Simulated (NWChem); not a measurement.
# C3H7Si, doublet; SMILES C1C[SiH]C1

```xyz
11

C      0.2027    -1.2588     0.0000
C     -0.1584    -0.3497     1.2207
Si     0.0190     1.1226     0.0000
C     -0.1584    -0.3497    -1.2207
H      1.2774    -1.4701     0.0000
H     -0.3281    -2.2208     0.0000
H     -1.1905    -0.5101     1.5483
H      0.5020    -0.4250     2.0883
H      1.4248     1.6616     0.0000
H      0.5020    -0.4250    -2.0883
H     -1.1905    -0.5101    -1.5483
```
Atoms are numbered in this order, from 1.

Computed with NWChem. Pople sets run with spherical d functions. Spin-unrestricted. In the optimisation the excess spin sits in a' (Cs, its own frame). The geometry was optimised at B3LYP/6-31G* (spherical d), spin-unrestricted. No stability test was run on the SCF state. Level: M06-2X/6-31G* with SMD (1 M gas to 1 M solution), gas-phase geometry. Reactions with the solvent are ignored.

| solvent | dielectric constant | solvation free energy (kcal/mol) | cavity-dispersion-structure term (kcal/mol) | dipole in solution (D) |
|---|---|---|---|---|
| water | 78.4 | 1.4 | 2.4 | 0.93 |
| 1-propanol | 20.5 | -2.0 | -1.1 | 0.92 |
| toluene | 2.37 | -2.5 | -1.9 | 0.78 |
| N,N-dimethylformamide | 37.2 | ___ | ___ | 0.93 |

What belongs in the gaps?


- N,N-dimethylformamide, solvation free energy (kcal/mol): -1.5
- N,N-dimethylformamide, cavity-dispersion-structure term (kcal/mol): -0.5
